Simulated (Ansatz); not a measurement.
CH$_{3}$FSSi, SMILES `FC1[SiH2]S1`, charge 0, multiplicity 1.

Question: Give a relaxed structure at PBE0-D4/def2-TZVP (Ansatz 0.2.0). (Best estimate.)

Answer: The calculation gave: 
Cartesian coordinates in Å:
```
F -0.8868 -0.9279 1.4962
C -0.0836 0.0088 0.9111
Si 0.2234 -0.0568 -0.9178
S -0.9789 1.3625 0.0453
H 0.6418 0.3760 1.6320
H -0.4360 -1.1361 -1.6808
H 1.5201 0.3734 -1.4860
```
